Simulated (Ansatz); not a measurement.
`F[SiH](F)[CH2][GeH3]` at its PBE0-D4/def2-TZVP geometry, where that method's forces vanish. Charge 0, multiplicity 1.

```
atom   x (Å)   y (Å)   z (Å)
  F1   1.550   2.499  -0.012
 Si2   0.268   1.560   0.077
  F3  -0.629   1.901  -1.192
  C4   0.754  -0.209   0.033
 Ge5  -0.754  -1.469  -0.060
  H6  -0.488   1.949   1.284
  H7   1.331  -0.437   0.935
  H8   1.405  -0.392  -0.827
  H9  -0.232  -2.896   0.172
 H10  -1.421  -1.379  -1.439
 H11  -1.784  -1.127   1.030
```

For each bond, give half the difference of the two atoms' forces along it (eV/Å; positive pushes the atoms apart) under PBE-D4, r2SCAN-D4, B3LYP-D4, ωB97M-V in def2-TZVPP. (Estimate.)

Ansatz gave: 
```csv
bond,length (Å),PBE-D4,r2SCAN-D4,B3LYP-D4,ωB97M-V
F1–Si2,1.591,0.49,0.05,0.15,0.15
Si2–F3,1.591,0.48,0.04,0.18,0.16
Si2–C4,1.835,-0.13,-0.03,0.01,-0.03
Si2–H6,1.477,-0.05,-0.05,-0.16,-0.21
C4–Ge5,1.967,0.05,0.05,0.21,0.05
C4–H7,1.095,0.09,-0.01,-0.09,-0.05
C4–H8,1.094,0.10,0.00,-0.08,-0.05
Ge5–H9,1.537,0.06,-0.05,-0.05,-0.07
Ge5–H10,1.535,0.06,-0.05,-0.03,-0.07
Ge5–H11,1.538,0.06,-0.05,-0.02,-0.06
```

B3LYP here is the variant with VWN-RPA as its local correlation; programs differ in this.
